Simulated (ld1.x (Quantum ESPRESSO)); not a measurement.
# What one change does to a pseudopotential (Sb, TM semilocal)

Sb, norm-conserving Troullier–Martins (semilocal form), made with ld1.x (Quantum ESPRESSO) 7.5 (PW91, scalar-relativistic). Core [Kr] 4d10, reference 5s2 5p2.5 (charge +0.5). Waves: 5p (bound): rc 2.35 bohr; 5s (bound): rc 1.45 bohr. Local part: the s channel. Core correction: none.

Change: wave 5p (bound): rc 2.35 bohr becomes 5p (bound): rc 1.98 bohr.

Cutoffs: the cutoffs (Ry, on a coarse ladder) from which the occupation-weighted sum of valence levels, in a spherical-Bessel basis at the reference potential, stays within 10 and 1 mRy of its value at 400 Ry; they do not see the model core or the augmentation charge, which bear on the density cutoff. Errors are all-electron minus pseudo energies relative to the spin-unpolarised reference configuration.

Problem. Predict the effect on cutoff, ghosts and configuration errors.

Solution. The potential gets neither clearly harder nor softer (45 Ry and 160 Ry → 45 Ry and 160 Ry); the s channel sets the loose cutoff, while the largest relative change is in p, which becomes softer; the errors of the 7 common tests hardly move; neither file shows a bound ghost. A semilocal file is local in each channel, so a ghost entry of none says nothing of the separable form that plane-wave codes build from it.

```csv
quantity,base,changed
"cutoff, loose",45 Ry,45 Ry
"cutoff, tight",160 Ry,160 Ry
loose cutoff by channel (10 mRy a level),"p 10 Ry, s 35 Ry","p 8 Ry, s 35 Ry"
bound ghosts,none,none
"error for 5s2 5p3, meV [ΔE -3.29 eV]",+1.4,+1.3
"error for 5s2 5p2, meV [ΔE 5.09 eV]",-0.4,-0.6
"error for 5s2 5p1, meV [ΔE 21.13 eV]",+7.4,+7.4
"error for 5s1 5p0, meV [ΔE 90.05 eV]",+284,+279
"error for 5s2 5p3.3, meV [ΔE -4.46 eV]",+2.2,+2.2
"error for 5s0 5p5, meV [ΔE 13.20 eV]",+128,+135
"error for 5s1 5p4, meV [ΔE 4.85 eV]",+20,+21
```
